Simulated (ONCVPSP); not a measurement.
## Tl: one change to an ONCV potential, before and after

- Element: thallium (Tl)
- Generator: ONCVPSP 4.0.1
- Type: optimised norm-conserving Vanderbilt (ONCV)
- Functional: PBE
- Relativity: scalar-relativistic
- Frozen core: [Xe]
- Valence charge: 27
- Reference configuration: 4f14 5d10 6s2 6p1
- Partial waves: 6s: rc 1.80 bohr, ncon 4, nbas 7, qcut 3.4 1/bohr, 2 projectors, debl 1.3 Ha; 6p: rc 2.45 bohr, ncon 4, nbas 8, qcut 3.9 1/bohr, 2 projectors, debl 3.3 Ha; 5d: rc 1.65 bohr, ncon 4, nbas 9, qcut 11.3 1/bohr, 2 projectors, debl 3.6 Ha; 4f: rc 0.85 bohr, ncon 3, nbas 7, qcut 23.1 1/bohr, 3 projectors, debl 2.4 Ha
- Local potential: polynomial inside 0.70 bohr (lpopt 2, dvloc0 2 Ha)
- Core correction: none

In the f channel the program set the typed energies aside and used -4.190, 0.250, 2.650 Ha.

Change: p: qcut 5.8.

Cutoffs: the cutoffs (Ha) at which the residual kinetic energy of the hardest occupied pseudo-wave falls to 1 and 0.1 mHa per electron; they do not see the model core or the augmentation charge, which bear on the density cutoff. Errors are all-electron minus pseudo energies relative to the spin-unpolarised reference configuration.

How do hardness, ghosts and transferability respond?

The potential gets neither clearly harder nor softer (214 Ha and 233 Ha → 214 Ha and 233 Ha); both files keep a bound ghost (p, s); the errors of the 3 common tests hardly move; the range in which the p phases agree widens (upper end 3.6 → at the end of the scan).

| quantity | base | changed |
| --- | --- | --- |
| cutoff, loose | 214 Ha | 214 Ha |
| cutoff, tight | 233 Ha | 233 Ha |
| loose cutoff by channel | s 15 Ha, p 4.5 Ha, d 25 Ha, f 214 Ha | s 15 Ha, p 4.2 Ha, d 25 Ha, f 214 Ha |
| bound ghosts | s, p | s, p |
| GHOST(+) flags under 300 eV | s at 65.2 eV, p at 139.9 eV | s at 65.2 eV, p at 265.2 eV |
| tests with a reliable result | 3 of 4 | 3 of 4 |
| error for 4f14 5d10 6s2 6p0, meV [ΔE 5.17 eV] | -2.9 | -2.8 |
| error for 4f14 5d10 6s1 6p0, meV [ΔE 25.95 eV] | -4.4 | -4.5 |
| error for 4f14 5d9 6s2 6p2, meV [ΔE 14.72 eV] | -101 | -112 |
| s: phases at 1.83 bohr within 0.05 rad from the reference energy up to (Ha; the scan ends near 5) | 2.4 | 2.4 |
| p: phases at 2.49 bohr within 0.05 rad from the reference energy up to (Ha; the scan ends near 5) | 3.6 | to the end of the scan |
| d: phases at 1.67 bohr within 0.05 rad from the reference energy up to (Ha; the scan ends near 5) | to the end of the scan | to the end of the scan |
| f: phases at 0.87 bohr within 0.05 rad from the reference energy up to (Ha; the scan ends near 5) | to the end of the scan | to the end of the scan |

 A true bound ghost makes a file unfit for plane-wave use even where its test errors are small: the radial tests pick states by their node count and pass the ghost by.
